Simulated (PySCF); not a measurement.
C₇H₉P.
Bonds: C1–C2, C2–C3 (aromatic), C3–C4 (aromatic), C4–C5 (aromatic), C5–C6 (aromatic), C6–C7 (aromatic), C7–P8, C2–C7 (aromatic). Hydrogens: H9, H10, H11 on C1; H12 on C3; H13 on C4; H14 on C5; H15 on C6; H16, H17 on P8.

NICS = −σ at a ghost point: NICS(0) at the centroid of the ring atoms, NICS(1) 1 Å to either side along the normal of their mean plane, zz for the tensor component along that normal. Level: GIAO PBE0/pcSseg-1 (PySCF, non-relativistic, gas phase) on the GFN2-xTB geometry, one conformer.

Ring bond lengths (Å), with Mayer bond orders in brackets: C2–C3 1.387 (1.44), C3–C4 1.384 (1.44), C4–C5 1.384 (1.43), C5–C6 1.382 (1.45), C6–C7 1.390 (1.43), C7–C2 1.398 (1.37).

Task: Give the NICS values of each ring in ppm.

Result: 
```
             ring                                              type  NICS(0)  NICS(1), two faces  NICS(1)zz, two faces  rms pucker (Å)  centre to ring atoms, mean (Å)
C2–C3–C4–C5–C6–C7  6-membered carbocycle; formal bonds all aromatic     -8.3       -11.2 / -11.2         -27.6 / -27.9            0.01                            1.39
```

Task: What do they say, and how far can they be read as aromaticity?

Result: 
- C2–C3–C4–C5–C6–C7: mean NICS(1)zz -27.8 ppm, shielded. For a flat ring without four-coordinate atoms the NICS criterion counts such a value as aromatic.

Task: And the bond-length index? HOMA = 1 − mean of α(R − Ropt)² over the ring bonds, with Krygowski's 1993 parameters (CC: Ropt 1.388 Å, α 257.7 Å⁻²).

Result: 
- C2–C3–C4–C5–C6–C7: HOMA 0.99 = 1 − EN − GEO, with mean bond length 1.388 Å, EN = α(Ropt − mean)² = 0.000 and GEO = α × variance = 0.008. The geometric and the magnetic index point the same way.

Task: List the ring angles and the Hirshfeld charges of the ring atoms.

Result: 
- C2–C3–C4–C5–C6–C7: C2 118.9° (+0.004 e), C3 121.0° (-0.054 e), C4 119.9° (-0.051 e), C5 119.8° (-0.054 e), C6 120.5° (-0.056 e), C7 119.8° (-0.054 e); sum 720.0° against 720° for a flat convex ring.

Conformer computed: `[CH3:1][c:2]1[cH:3][cH:4][cH:5][cH:6][c:7]1[PH2:8]`: H–P8–C7–C6 -116°, H–P8–C7–C6 -23°.
